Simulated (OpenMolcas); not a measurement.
# B²⁺: input and output

Input:

```
&GATEWAY
Coord
1

B 0.0 0.0 0.0
Basis=ANO-R3
Group=XYZ
NoMove
AngMom=0.0 0.0 0.0
AMFI
&SEWARD
&RASSCF
FileOrb=start.orb
Symmetry=1
Spin=2
nActEl=1 0 0
Inactive=1 0
Ras2=1 3
CIRoot=1 1 1
SDav=1
CIMx=300
Iter=120 100
PrWF=0.3
OrbListing=Nothing
MaxOrb=0
Atom
>>> COPY $Project.JobIph JOBPRE
&RASSCF
FileOrb=start.orb
Symmetry=1
Spin=2
nActEl=1 0 0
Inactive=1 0
Ras2=2 6
CIRoot=1 1 1
SDav=2
CIMx=300
Iter=120 100
PrWF=0.3
OrbListing=Nothing
MaxOrb=0
Atom
>>> COPY $Project.JobIph JOB001
&RASSCF
FileOrb=start.orb
Symmetry=2
Spin=2
nActEl=1 0 0
Inactive=1 0
Ras2=2 6
CIRoot=3 3 1
SDav=6
CIMx=300
Iter=120 100
PrWF=0.3
OrbListing=Nothing
MaxOrb=0
Atom
>>> COPY $Project.JobIph JOB002
&RASSI
NrOfJobIphs=2 1 3
1
1 2 3
IphNames
JOB001
JOB002
EJob
SpinOrbit
DIPRint=1.0
SOCoupling=1000.0
Subsets=2
MEES
Property=10
'ANGMOM' 1 'ANGMOM' 2 'ANGMOM' 3 'MLTPL  1' 1 'MLTPL  1' 2 'MLTPL  1' 3
'AMFI' 1 'AMFI' 2 'AMFI' 3 'MLTPL  2' 6
SOProperty=3
'ANGMOM' 1 'ANGMOM' 2 'ANGMOM' 3
```

Launched by
```bash
OMP_NUM_THREADS=1 MOLCAS_MEM=2252 MOLCAS_PROJECT=a pymolcas a.inp > a.log  # once for each step of the input, in one work folder
```

A driver script runs the steps one by one and writes start.orb anew before each from the orbitals found so far.

Output, cut to the results:

```
--- SEWARD ---
Basis set label: B.ANO-R...4S4P2D1F.

      Electronic valence basis set:
      ------------------
      Associated Effective Charge   5.000000 au
      Associated Actual Charge      5.000000 au
      Nuclear Model: Finite nucleus - Gaussian distribution
        Gaussian exponent, Xi/bohr**(-2):  7.11787E+08

      Shell  nPrim  nBasis  Cartesian Spherical Contaminant
         s      12       4        X
         p       7       4        X
         d       3       2                 X
         f       2       1                 X
                  Relativistic X2C integrals
                  Atomic mean-field integrals
--- RASSCF ---
Wave function specifications:
      -----------------------------

      Number of closed shell electrons           2
      Number of electrons in active shells       1
      Max number of holes in RAS1 space          0
      Max nr of electrons in RAS3 space          0
      Number of inactive orbitals                1
      Number of active orbitals                  8
      Number of secondary orbitals              24
      Spin quantum number                      0.5
      State symmetry                             1
Orbital specifications:
      -----------------------

      Symmetry species                           1   2
                                                ag  au
      Frozen orbitals                            0   0
      Inactive orbitals                          1   0
      Active orbitals                            2   6
      RAS1 orbitals                              0   0
      RAS2 orbitals                              2   6
      RAS3 orbitals                              0   0
      Secondary orbitals                        11  13
      Deleted orbitals                           0   0
      Number of basis functions                 14  19
      Number of CSFs                             2
      Number of root(s) required                 1
      Iter CI   SX   CI       RASSCF       Energy    max ROT     max BLB   max BLB  Level Ln srch  Step   QN
          iter iter root      energy       change     param      element    value   shift minimum  type update
 Nr of preliminary CI iterations:   1
 ###############################################################################
 ###############################################################################
 ###                                                                         ###
 ###                                                                         ###
 ###    WARNING: Problems in orbital optimization.                           ###
 ###                                                                         ###
 ###                                                                         ###
 ###############################################################################
 ###############################################################################
  Warning: In symmetry  1, orbital p=   3 has diagonal density matrix element D(p,p) close to zero. D(p,p)=  7.335060E-30
 ###############################################################################
        ...
  Warning: In symmetry  2, orbital p=   4 has diagonal density matrix element D(p,p) close to zero. D(p,p)=  0.000000E+00
  Warning: In symmetry  2, orbital p=   5 has diagonal density matrix element D(p,p) close to zero. D(p,p)=  0.000000E+00
  Warning: In symmetry  2, orbital p=   6 has diagonal density matrix element D(p,p) close to zero. D(p,p)=  0.000000E+00
        4   1    1    1   -23.38210102    1.78E-14   0.00E+00    2   4 1  4.54E-08   0.50   0.00    SX    NO
      Convergence after  4 iterations
        5   1    1    1   -23.38210102   -1.78E-14   0.00E+00    2   4 1  4.54E-08   0.50   0.00    SX    NO
      Natural orbitals and occupation numbers for root  1
      sym 1:   1.000000   0.000000
      sym 2:   0.000000   0.000000   0.000000   0.000000   0.000000   0.000000
::    RASSCF root number  1 Total energy:    -23.38210102
--- RASSCF ---
Wave function specifications:
      -----------------------------

      Number of closed shell electrons           2
      Number of electrons in active shells       1
      Max number of holes in RAS1 space          0
      Max nr of electrons in RAS3 space          0
      Number of inactive orbitals                1
      Number of active orbitals                  8
      Number of secondary orbitals              24
      Spin quantum number                      0.5
...
--- RASSI ---
SPIN-FREE ENERGIES:
  (Shifted by EMIN (a.u.) =        -23.3821010151)

 SF State       Relative EMIN(au)   Rel lowest level(eV)    D:o, cm**(-1)      L_eff

     1             0.0000000000        0.0000000000              0.0000         0.0
     2             0.2232188678        6.0740948284          48990.8787         1.0
     3             0.2232188678        6.0740948284          48990.8787         1.0
     4             0.2232188678        6.0740948284          48990.8787         1.0
     Dipole printing threshold changed to   1.00000000E+00

++ Dipole transition strengths (spin-free states):
   -----------------------------------------------
     for osc. strength at least  1.00000000E+00

  ( Max oscillator strength is only   0.12567514706290903      )
--
Eigenvalues of complex Hamiltonian:
   -----------------------------------
  (Shifted by EMIN (a.u.) =        -23.3821010151)

 SO State       Relative EMIN(au)   Rel lowest level(eV)    D:o, cm**(-1)     J-value

     1             0.0000000000        0.0000000000              0.0000         0.4
     2             0.0000000000        0.0000000000              0.0000         0.4
     3             0.2231293673        6.0716593974          48971.2356         0.4
     4             0.2231293673        6.0716593974          48971.2356         0.4
     5             0.2232636180        6.0753125439          49000.7003         1.0
     6             0.2232636180        6.0753125439          49000.7003         0.9
     7             0.2232636180        6.0753125439          49000.7003         1.3
     8             0.2232636180        6.0753125439          49000.7003         1.4
Weights of the five most important spin-orbit-free states for each spin-orbit state.

 SO State  Total energy (au)           Spin-free states, spin, and weights
 -------------------------------------------------------------------------------------------------------
...
```

The J values that RASSI prints are effective ones from its own formula and need not be integers or half-integers; the table below assigns J from the states.

Levels above the lowest, from the spin-orbit matrix, grouped by J:

| Configuration | Term | J | E (cm-1) | Measured (cm-1) | g | Term weight % |
| --- | --- | --- | --- | --- | --- | --- |
| 2s | 2S | 1/2 | 0.0 | 0.0 | 2.002 | 100 |
| 2p | 2P* | 1/2 | 48971 | 48358 | 0.666 | 100 |
| 2p | 2P* | 3/2 | 49001 | 48393 | 1.334 | 100 |

Against the 2 measured excited levels shown (Moore, Atomic Energy Levels, vol. I, NSRDS-NBS 35 (1971 reprint of NBS Circular 467, 1949)) the mean absolute deviation is 610 cm-1; the largest miss in energy is 2p 2P* 1/2: computed 48971, measured 48358 cm-1 (+1.3 %).

With one active electron outside closed inactive shells, the extra shells (3p 3s) add no correlation to the reference. With one active electron the reference holds no correlation, so core polarisation is missing. Measured partners are found by configuration, term and J. A level has none where our copy of the source lacks it or the pairing is in doubt (some pairs that miss far off the trend of their configuration count as doubtful), and it then counts in no deviation. Only configurations of the active space appear. The first state left out of the spin-orbit step lies near 190000 cm-1 above the lowest spin-free state of the reference (among the parities and spins computed), and the list stops at four fifths of that energy or lower.

The RASSCF and RASSI steps took 6.8 s on 1 thread of Arm Neoverse V2 (shared host); the integral step is not counted.

The term weight is that of the spin-free term in the level, not the purity of its configuration. * marks odd parity.
